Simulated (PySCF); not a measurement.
A side-by-side comparison of computed properties.

First species: C₅H₆ClFO₂.
Atom-mapped SMILES: `[CH3:1][O:2][C@@:3]1([C:4](=[O:5])[Cl:6])[CH2:7][C@@H:8]1[F:9]` (hydrogens: H10, H11, H12 on C1; H13, H14 on C7; H15 on C8)

Second species: C6H6FN.
Atom-mapped SMILES: `[CH3:1][C:2]#[C:3]/[CH:4]=[N:5]\[CH:6]=[CH:7]/[F:8]` (hydrogens: H9, H10, H11 on C1; H12 on C4; H13 on C6; H14 on C7)

Levels: PBE0/pcSseg-1 for dipole moment, HOMO energy, LUMO energy and HOMO–LUMO gap; GFN2-xTB for rotational constant A and rotational constant C. Geometries: GFN2-xTB. Each structure is a single optimised conformer of the isolated species, non-relativistic unless stated; the electronic structure was computed with PySCF and density fitting.

The conformers computed, where there is a choice (atom-mapped SMILES and torsion angles):
- `[CH3:1][O:2][C@@:3]1([C:4](=[O:5])[Cl:6])[CH2:7][C@@H:8]1[F:9]`: C1–O2–C3–C4 -76°, O2–C3–C4–O5 163°
- `[CH3:1][C:2]#[C:3]/[CH:4]=[N:5]\[CH:6]=[CH:7]/[F:8]`: C4–N5–C6–C7 52°

Which of the two has the higher rotational constant A, and by how much?

The second: 3.125 GHz against 1.731 GHz, a difference of 1.394 GHz.

Which has the higher LUMO energy?

The first: -1.29 eV against -1.49 eV, a difference of 0.20 eV.

Which of the two has the higher HOMO–LUMO gap, and by how much?

The first: 6.82 eV against 5.00 eV, a difference of 1.82 eV.

Which has the higher rotational constant C?

The second: 1.107 GHz against 0.908 GHz, a difference of 0.199 GHz.

Which has the higher dipole moment?

The first: 4.09 D against 2.65 D, a difference of 1.44 D.

Which has the higher HOMO energy?

The second: -6.49 eV against -8.11 eV, a difference of 1.62 eV.

On the first: In atomic units the dipole is 1.61 e·bohr (1 au = 2.5417 D). A dipole of 4.09 D is allowed in C1, and pure rotational transitions are dipole-allowed.

On the second: The dipole matches unit charges of opposite sign 0.55 Å apart (1 e·Å = 4.8032 D).
